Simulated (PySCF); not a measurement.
C2H5FN2Si.

```xyz
11

N      2.0135     0.4985     0.3912
Si     0.4065     0.8805    -0.0611
C     -1.0353     0.5119     1.1250
N     -1.5696    -0.4392     0.4338
C     -0.7148    -0.5307    -0.7717
F     -0.1157    -1.7732    -0.8485
H      2.2820    -0.4104     0.7521
H      2.8081     1.0843     0.1653
H      0.4660     2.2212    -0.7150
H     -1.4873     0.8286     2.0774
H     -1.3251    -0.3954    -1.6824
```
Charge 0, spin multiplicity 1.

The structure is a stationary point at B3LYP-D3(BJ)/def2-SVP. The structure was generated by enumeration; whether it is a known compound was not checked. Other conformers were not sampled.

Computed with PBE/pcSseg-1 in PySCF. Non-relativistic, no solvent.

Computed absolute GIAO shielding of each atom: isotropic value and principal components (ppm):
```json
[
 {"atom": "N1", "σ(iso)": "235.1", "σ11": "219.1", "σ22": "235.9", "σ33": "250.4", "span": "31.3"},
 {"atom": "Si2", "σ(iso)": "341.4", "σ11": "266.1", "σ22": "336.0", "σ33": "422.2", "span": "156.2"},
 {"atom": "C3", "σ(iso)": "-26.5", "σ11": "-139.6", "σ22": "-37.9", "σ33": "97.9", "span": "237.5"},
 {"atom": "N4", "σ(iso)": "-257.6", "σ11": "-729.6", "σ22": "-210.4", "σ33": "167.3", "span": "896.9"},
 {"atom": "C5", "σ(iso)": "55.7", "σ11": "22.4", "σ22": "68.0", "σ33": "76.5", "span": "54.1"},
 {"atom": "F6", "σ(iso)": "343.9", "σ11": "260.3", "σ22": "339.8", "σ33": "431.5", "span": "171.2"},
 {"atom": "H7", "σ(iso)": "29.9", "σ11": "23.2", "σ22": "27.2", "σ33": "39.2", "span": "16.0"},
 {"atom": "H8", "σ(iso)": "29.8", "σ11": "23.2", "σ22": "25.1", "σ33": "41.0", "span": "17.8"},
 {"atom": "H9", "σ(iso)": "25.2", "σ11": "23.2", "σ22": "23.8", "σ33": "28.6", "span": "5.3"},
 {"atom": "H10", "σ(iso)": "22.2", "σ11": "17.7", "σ22": "23.7", "σ33": "25.1", "span": "7.4"},
 {"atom": "H11", "σ(iso)": "24.6", "σ11": "22.0", "σ22": "24.6", "σ33": "27.4", "span": "5.4"}
]
```
